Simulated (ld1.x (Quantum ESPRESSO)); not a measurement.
## PBE TM dataset for Hf (Z = 72), fully relativistic all-electron reference.

- Element: hafnium (Hf)
- Generator: ld1.x (Quantum ESPRESSO) 7.5
- Type: norm-conserving Troullier–Martins (Kleinman–Bylander form)
- Functional: PBE
- Relativity: fully relativistic
- Frozen core: [Kr] 4d10 4f14
- Valence charge: 12
- Reference configuration: 5s2 5p6 5d2 6s2 6p0
- Partial waves: 5s (bound): rc 1.70 bohr; 5d (bound): rc 2.40 bohr; 5p (bound): rc 1.20 bohr
- Local potential: the p channel
- Core correction: a·sin(br)/r model core, default radius (core density twice the valence density)

Open shells are filled in proportion to 2j + 1 (rel_dist='average').

Occupied shells without a wave of their own: 6s. They enter only through the test configuration that unscreens the potential, and ld1.x also counts them in the model core charge.

All-electron outer shells of the reference configuration (PBE, scalar-relativistic, ld1.x):

```json
{"shell": "4d", "level (eV)": "-206.67", "outermost node (bohr)": "0.23", "outermost maximum (bohr)": "0.47"}
{"shell": "5s", "level (eV)": "-67.02", "outermost node (bohr)": "0.55", "outermost maximum (bohr)": "1.01"}
{"shell": "5p", "level (eV)": "-35.57", "outermost node (bohr)": "0.60", "outermost maximum (bohr)": "1.16"}
{"shell": "4f", "level (eV)": "-16.83", "outermost node (bohr)": "–", "outermost maximum (bohr)": "0.45"}
{"shell": "6s", "level (eV)": "-5.11", "outermost node (bohr)": "1.37", "outermost maximum (bohr)": "2.89"}
{"shell": "5d", "level (eV)": "-2.69", "outermost node (bohr)": "0.67", "outermost maximum (bohr)": "1.69"}
{"shell": "6p", "level (eV)": "-1.40", "outermost node (bohr)": "1.66", "outermost maximum (bohr)": "4.05"}
```

(1) Tests: 5s2 5p6 5d2 6s1 6p0; 5s2 5p6 5d2 6s0 6p0; 5s2 5p6 5d1 6s0 6p0; 5s2 5p6 5d2 6s0 6p2; 5s1 5p6 5d2 6s2 6p0; 5s2 5p6 5d0 6s0 6p0; 5s2 5p6 5d3 6s1 6p0. Which has the largest error in its energy relative to the reference configuration, and how large is it?

## Answers

(1) 5s2 5p6 5d0 6s0 6p0, with -3252 meV (all-electron minus pseudo) on +76.77 eV.

A Bessel basis up to 400 Ry misses an occupied level by 1.75 Ry, so cutoffs and ghosts were not judged. The potential misses its own reference levels by up to 5.4 eV, so it is not fit for use. ld1.x takes every shell without a wave as core, so the model core holds the 6s electrons as well and exchange and correlation see them twice. This cancels in the reference configuration, but the file is broken for other ones, and its errors say nothing about a proper core correction.
